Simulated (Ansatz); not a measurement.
Basis sets compared for TiF4. Total charge 0; singlet. Geometry PBE-D4/def2-SVP. Ansatz on 4 threads of Arm Neoverse V1 on a shared host; times are rough, and most runs start from earlier orbitals.

```xyz
5

Ti    0.0000    0.0000    0.0000
F    -1.2428    0.3605    1.1693
F     1.3148   -0.8328    0.7871
F     0.5884    1.4853   -0.6996
F    -0.6604   -1.0130   -1.2568
```

Binding counts from free atoms (Ti triplet, F doublet) in the same basis, without a counterpoise term.

```tsv
level	functions	energy (Eh)	HOMO (eV)	LUMO (eV)	binding per atom (eV)	wall time
HF/STO-3G	38	-1232.3857	-11.96	9.38	4.77	0.15 s
HF/def2-TZVP	169	-1246.6174	-18.03	1.31	3.13	1 s
PBE-D4/def2-SVP	87	-1248.1416	-10.03	-3.84	5.40	0.7 s
PBE-D4/def2-TZVP (with forces)	169	-1248.7534	-10.44	-4.10	–	1.4 s
r2SCAN-D4/def2-TZVP	169	-1249.1495	-10.97	-4.11	–	2.6 s
PBE0-D4/def2-SVP	87	-1248.1251	-12.29	-3.22	4.88	0.95 s
PBE0-D4/def2-TZVP	169	-1248.7380	-12.53	-3.22	4.84	1.6 s
```

Problem. Estimate the rows for PBE-D4/def2-TZVPD, r2SCAN-D4/def2-TZVPD, PBE0-D4/def2-TZVPD.

Solution. 
| level | functions | energy (Eh) | HOMO (eV) | LUMO (eV) | binding per atom (eV) | wall time |
| --- | --- | --- | --- | --- | --- | --- |
| PBE-D4/def2-TZVPD | 208 | -1248.7577 | -10.45 | -4.10 | – | 1.8 s |
| r2SCAN-D4/def2-TZVPD | 208 | -1249.1540 | -10.95 | -4.07 | – | 3.7 s |
| PBE0-D4/def2-TZVPD | 208 | -1248.7426 | -12.52 | -3.18 | 4.85 | 2.7 s |
